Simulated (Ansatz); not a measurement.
One change: `OPS` becomes `O[PH][SbH2]`.

Ansatz, PBE0-D4/def2-TZVP geometries, multiplicity 1. Each molecule was computed in one conformer, which needn't be the lowest.

Elements past krypton have def2 core potentials.

| property | `OPS` |
| --- | --- |
| LUMO energy (ωB97M-V/def2-TZVPP) / eV | 1.49 |
| HOMO–LUMO gap (ωB97M-V/def2-TZVPP) / eV | 10.80 |
| LUMO energy (PBE0/def2-TZVPP) / eV | -0.30 |
| LUMO energy (B3LYP/def2-TZVPP) / eV | -0.57 |
| size of the dipole moment (PBE/def2-TZVPP) / D | 1.67 |
| ideal-gas entropy at 298 K and 1 bar (rigid rotor, harmonic PBE0-D4/def2-TZVP) / J/(mol·K) | 291 |

Task: What does the change do to each property? (Best estimate.)

Result: Ansatz gave: 
```json
{"property": "LUMO energy (ωB97M-V/def2-TZVPP) / eV", "`O[PH][SbH2]`": "0.83", "shift": "-0.66"}
{"property": "HOMO–LUMO gap (ωB97M-V/def2-TZVPP) / eV", "`O[PH][SbH2]`": "9.62", "shift": "-1.18"}
{"property": "LUMO energy (PBE0/def2-TZVPP) / eV", "`O[PH][SbH2]`": "-0.84", "shift": "-0.54"}
{"property": "LUMO energy (B3LYP/def2-TZVPP) / eV", "`O[PH][SbH2]`": "-1.06", "shift": "-0.49"}
{"property": "size of the dipole moment (PBE/def2-TZVPP) / D", "`O[PH][SbH2]`": "1.61", "shift": "-0.06"}
{"property": "ideal-gas entropy at 298 K and 1 bar (rigid rotor, harmonic PBE0-D4/def2-TZVP) / J/(mol·K)", "`O[PH][SbH2]`": "323", "shift": "32"}
```

With PBE0 the HOMO rises by 0.35 eV and the LUMO falls by 0.54 eV, so the gap narrows by about 0.89 eV. PBE moves the HOMO by 0.17 eV and ωB97M-V by 0.52 eV. The zero-point energy changes by 9.4 kJ/mol with +3 modes. Dipoles are sizes alone; their direction can turn.

B3LYP here is the variant with VWN-RPA as its local correlation; programs differ in this.

Spin–orbit coupling is left out; it splits and shifts lone-pair levels of the heavy atoms by tenths of an eV.
